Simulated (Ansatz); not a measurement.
Species: SiNH₂F, charge 0, singlet. SiNH2F (SMILES F[Si]N).
B3LYP-D3(BJ)/def2-TZVP minimum from Ansatz (a quantum-chemistry and plane-wave program):
```
N
H 1 1.0092
H 1 1.0115 2 112.66
Si 1 1.7083 2 122.31 3 -180.00
F 4 1.6302 1 98.58 2 180.00
```
Charge 0, spin multiplicity 1.

Quantity: atomisation energy (electronic, to ground-state atoms), in kcal/mol. Radicals and triplets start from unrestricted determinants; spin-orbit coupling is neglected. CBS(X,Y): correlation extrapolated as X^-3, Hartree-Fock from the larger set (Q,5: extrapolated as (X+1)exp(-9√X)). A bracket is a step between two methods taken in the basis named. Functionals run without relativity, which enters their misses. Double hybrids freeze cores in their MP2 part. 'core' is core correlation in cc-pwCVTZ (1s frozen past Ne), 'X2C' scalar relativity in cc-pVTZ-DK, both at CCSD(T). Where a partner has so few electrons that a lower coupled-cluster level is exact, that level stands in.

CCSD(T)/CBS(cc-pV(Q+d)Z,cc-pV(5+d)Z) + [CCSDT(Q) - CCSD(T)]/cc-pV(T+d)Z + core + X2C (Ansatz) gives 438.2 kcal/mol.

Problem. What does PBE/def2-TZVPD (Ansatz) give here, and how do the other levels compare?

Solution. PBE gives 443.3 kcal/mol, 5.1 kcal/mol above it. Differences of the others: r2SCAN/def2-TZVPD (Ansatz) -6.9; B3LYP/def2-TZVPD (Ansatz) -3.8; wB97M-V/def2-TZVPD (Ansatz) 2.1; B2PLYP/def2-TZVPD (Ansatz) -6.4; CCSD(T)/CBS(cc-pV(Q+d)Z,cc-pV(5+d)Z) + core + X2C (Ansatz) 0.0 kcal/mol. Nearer than PBE: B3LYP/def2-TZVPD, wB97M-V/def2-TZVPD, CCSD(T)/CBS(cc-pV(Q+d)Z,cc-pV(5+d)Z) + core + X2C.
